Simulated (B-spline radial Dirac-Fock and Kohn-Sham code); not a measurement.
ΔSCF core binding energies without Breit or QED terms, calculated with an atomic code on a B-spline grid.

A sound run for the Rb⁶⁺ ion, configuration [Ar] 3d10 4s2 4p1: The ground state converged in 10 iterations, with total energy -2969.86740 Ha, virial ratio 1.97190 and highest orbital energy -97.08 eV. ΔSCF binding energies: K (1s) 15340.1 eV, L3 (2p3/2) 1910.2 eV, M5 (3d5/2) 209.1 eV.

A second run, with one unsound setting: The ground state converged in 9 iterations, with total energy -2923.98902 Ha, virial ratio 2.08318 and highest orbital energy -100.28 eV. ΔSCF binding energies: K (1s) 15331.9 eV, L3 (2p3/2) 1986.3 eV, M5 (3d5/2) 239.5 eV.

```
iter   energy (Ha)        error
   1    -2912.34876635  5.07e+00
   2    -2923.52962944  1.00e+00
   3    -2923.89647846  4.24e-01
   4    -2923.97178371  1.76e-01
   5    -2923.98849191  3.33e-02
   6    -2923.98902367  7.83e-04
   7    -2923.98902449  6.93e-05
   8    -2923.98902450  1.97e-06
   9    -2923.98902450  5.66e-08
```

Task: Which fault fits the second run best?
A. speed of light below Z
B. mesh too coarse
C. tolerance below the noise
D. overfilled shell

Result: B. The input had h = 1.3: h is too large to resolve the orbitals.
